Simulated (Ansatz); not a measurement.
Reaction (redistribution): `C[Si](O)(O)F` + `O[SiH]([SiH3])S` → `C[SiH](O)F` + `O[SiH2][SiH](O)S`

Computed with Ansatz on PBE0-D4/def2-TZVP structures; ΔE is electronic, products minus reactants. CCSD(T)/CBS is the MP2 limit (def2-TZVPP, def2-QZVPP) plus CCSD(T) − MP2 in def2-TZVPP, frozen cores. This one scheme is used for every species. Functionals use def2-TZVPP. B3LYP here is the variant with VWN-RPA as its local correlation; programs differ in this. Each species was taken in one conformer, which may not be the lowest.

Is it downhill or uphill in electronic energy at CCSD(T)/CBS, and by how much? (An estimate is asked.)

Computed: Uphill: ΔE = +41.1 kJ/mol.

What do these levels give: PBE-D4, r2SCAN-D4, ωB97X-V, ωB97M-V, r2SCAN, PBE0, B3LYP, HF/def2-TZVPP, MP2/def2-TZVPP, SCS-MP2/def2-TZVPP, CCSD(T)/def2-TZVPP, HF/CBS(def2)? (An estimate is asked.)

The calculation gave: PBE-D4 38.6, r2SCAN-D4 42.7, ωB97X-V 39.9, ωB97M-V 41.3, r2SCAN 42.8, PBE0 41.8, B3LYP 38.4, HF/def2-TZVPP 42.1, MP2/def2-TZVPP 39.5, SCS-MP2/def2-TZVPP 37.7, CCSD(T)/def2-TZVPP 42.3, HF/CBS(def2) 41.9 kJ/mol.

Largest T1 diagnostic among the species: 0.012.

From PBE to PBE0 (25 % exact exchange), in def2-TZVPP and without D4, ΔE moves by +3.3 kJ/mol.
